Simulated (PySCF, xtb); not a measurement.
C₂H₇BFNO, SMILES CCNB(O)F.

GFN2-xTB in xtb at its own geometry gives an orbital gap of 6.99 eV and a dipole moment of 1.21 D.

Geometry: PBE-D3(BJ)/def2-SVP. This is a generated structure with no PubChem entry under its InChIKey; it may be hypothetical. Other conformers were not sampled.

Problem. What does ωB97X/def2-TZVP run with PySCF give? (The exact figures need the calculation; the answer reports its results.)

Solution. gap 12.48 eV (levels -9.67 and 2.80 eV), dipole 0.71 D.
